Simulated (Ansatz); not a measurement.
Si₆Ge⁻, relaxed as a doublet with UKS PBE-D4/def2-SVPD in Ansatz, starting from the GFN2-xTB geometry. Force threshold 0.02 eV/Å.

The relaxation made no stability test and no search for a lower SCF solution. The structure comes from a short search, and lower isomers may exist.

Start:

Cartesian coordinates in Å:
```
Si -0.258 -1.882 2.016
Si 2.239 -0.429 -1.235
Si -0.666 1.810 -1.274
Si -1.774 0.949 0.391
Si 1.167 -1.332 0.432
Si -2.034 -0.516 2.013
Ge 1.327 1.399 -2.344
```

```tsv
step	energy (eV)	largest force component (eV/Å)	SCF passes
1	-103728.4373	1.223	39
2	-103728.8292	0.677	34
3	-103729.1709	0.956	42
4	-103729.5282	0.923	34
5	-103729.7797	0.608	36
6	-103729.8452	0.474	45
7	-103729.9280	0.654	46
8	-103729.9965	0.488	48
9	-103730.1924	0.626	37
10	-103730.3538	0.747	34
11	-103730.5321	0.367	35
13	-103730.7925	0.283	36
15	-103730.9482	0.214	30
17	-103731.0305	0.314	32
19	-103731.1430	0.171	32
21	-103731.2069	0.101	32
23	-103731.4577	0.431	30
25	-103732.0245	0.526	34
27	-103732.3629	0.340	28
29	-103732.3830	0.072	26
31	-103732.3851	0.010	25
```

Force components are those of the run's own axes.

End:

```xyz
7

Si   -0.331   -1.688    0.954
Si    2.265    0.456   -1.356
Si    0.336    1.953   -0.892
Si   -1.162    0.637    0.340
Si    1.283    0.129    0.757
Si   -2.475   -0.733    1.656
Ge    0.084   -0.754   -1.459
```

Bonds formed: Si1–Si4, Si1–Ge7, Si2–Si3, Si3–Si5, Si4–Si5, Si4–Ge7, Si5–Ge7 (atoms count from 1).

No frequencies were taken in this run, so the end may be a saddle point.

Run time 2.6 min (4 threads of Intel Xeon Platinum 8175M on a shared host).
